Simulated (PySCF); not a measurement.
Species: C6H9OP.
Bonds: C1–C2 (triple), C2–P3, P3–C4, C4–C5, C5–O6, O6–C7, C7–C8, P3–C8. Hydrogens: H9 on C1; H10, H11 on C4; H12, H13 on C5; H14, H15 on C7; H16, H17 on C8.

NICS = −σ at a ghost point: NICS(0) at the centroid of the ring atoms, NICS(1) 1 Å to either side along the normal of their mean plane, zz for the tensor component along that normal. Level: GIAO PBE0/pcSseg-1 (PySCF, non-relativistic, gas phase) on the GFN2-xTB geometry, one conformer.

Ring bond lengths (Å), with Mayer bond orders in brackets: P3–C4 1.870 (0.95), C4–C5 1.529 (1.02), C5–O6 1.407 (0.94), O6–C7 1.407 (0.94), C7–C8 1.529 (1.02), C8–P3 1.870 (0.95).

Task: What do the NICS probes read (ppm)?

Result: 
| ring | type | NICS(0) | NICS(1), two faces | NICS(1)zz, two faces | rms pucker (Å) | centre to ring atoms, mean (Å) |
| --- | --- | --- | --- | --- | --- | --- |
| P3–C4–C5–O6–C7–C8 | 6-membered ring with O and P; formal bonds all single | -3.0 | -2.7 / -1.8 | 1.6 / 4.6 | 0.28 | 1.52 |

Task: What can be read from them?

Result: 
- P3–C4–C5–O6–C7–C8: mean NICS(1)zz 3.1 ppm, deshielded. C4, C5, C7, C8 have four or more neighbours, and the NICS criterion for π rings isn't applied.

The run took 48 s (with the writing of density and orbital grids) on an Intel Xeon Platinum 8375C at 2.90 GHz with one thread, shared host, and the process peaked at 0.84 GiB of memory. This is the whole shielding run at PBE0/pcSseg-1, SCF included.
